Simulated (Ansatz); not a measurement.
`CS[SiH](N)Cl` + `N[SiH](N)F` → `N[Si@H](F)N[Si@@H](N)Cl` + CH₃SH  (ligand exchange at the Si–S bond)

Calculated with Ansatz (gas phase, PBE0-D4/def2-TZVP geometries, no zero-point term in ΔE). CCSD(T)/CBS adds triple-zeta CCSD(T) − MP2 to the extrapolated MP2 energy (def2 sets, frozen cores). This one scheme is used for every species. DFT in def2-TZVPP. Each species was taken in one conformer, which may not be the lowest.

Task: Is it downhill or uphill in electronic energy at CCSD(T)/CBS, and by how much? (Estimate.)

Result: The calculation gave: Downhill: ΔE = -9.3 kJ/mol.

Task: What do these levels give: PBE-D4, PBE0-D4, ωB97M-V, B2PLYP, PBE, HF/def2-TZVPP, MP2/def2-TZVPP, SCS-MP2/def2-TZVPP, CCSD/def2-TZVPP, CCSD(T)/def2-TZVPP, HF/def2-QZVPP, SCS-MP2/def2-QZVPP? (Estimate.)

Result: The calculation gave: PBE-D4 0.1, PBE0-D4 -3.8, ωB97M-V -10.3, B2PLYP -10.5, PBE 0.7, HF/def2-TZVPP -21.7, MP2/def2-TZVPP -9.3, SCS-MP2/def2-TZVPP -13.6, CCSD/def2-TZVPP -16.4, CCSD(T)/def2-TZVPP -14.1, HF/def2-QZVPP -22.8, SCS-MP2/def2-QZVPP -11.2 kJ/mol.

Largest T1 diagnostic among the species: 0.010.

From PBE to PBE0 (25 % exact exchange), in def2-TZVPP and without D4, ΔE moves by −3.8 kJ/mol. In def2-TZVPP, CCSD(T) changes the Hartree–Fock value by +7.7 kJ/mol (the triples alone add +2.3 kJ/mol) and MP2 by +12.5 kJ/mol.
